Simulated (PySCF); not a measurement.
Mo(NMe)(S)(F)2 (CH3F2MoNS), SMILES C[N]=[Mo]([F])([F])=[S], multiplicity 1. Atoms are numbered in the order given.

```xyz
9

Mo    -0.2501    -0.2563     0.0000
N     -0.3572     1.4656     0.0000
C      0.1397     2.7953     0.0000
H     -0.2119     3.3448    -0.9002
H      1.2553     2.7861     0.0000
H     -0.2119     3.3448     0.9002
S      1.8465    -0.6449     0.0000
F     -1.0117    -0.8568     1.5923
F     -1.0117    -0.8568    -1.5923
```

The structure is a stationary point at PBE-D3(BJ)/def2-SVP. The spin state was assumed, not searched. The structure was generated by enumeration; whether it is a known compound was not checked. The def2 effective core potentials stand for the cores of Mo; spin–orbit coupling is left out.

Method: CAM-B3LYP/def2-TZVP in PySCF.

Gas-phase values at a fixed geometry.

Computed frontier levels, gap, dipole moment and polarisability:
| Property | Value |
|---|---|
| highest occupied level | -8.92 eV |
| lowest empty level | -1.91 eV |
| orbital gap | 7.01 eV |
| dipole moment | 3.03 D |
| quadrupole, principal values (traceless, Buckingham form, about the centre of nuclear charge) | -8.02, -3.81, 11.84 D·Å |
| mean static polarisability | 79.7 bohr³ (11.81 Å³) |
| polarisability, principal values | 57.8, 77.9, 103.4 bohr³ |
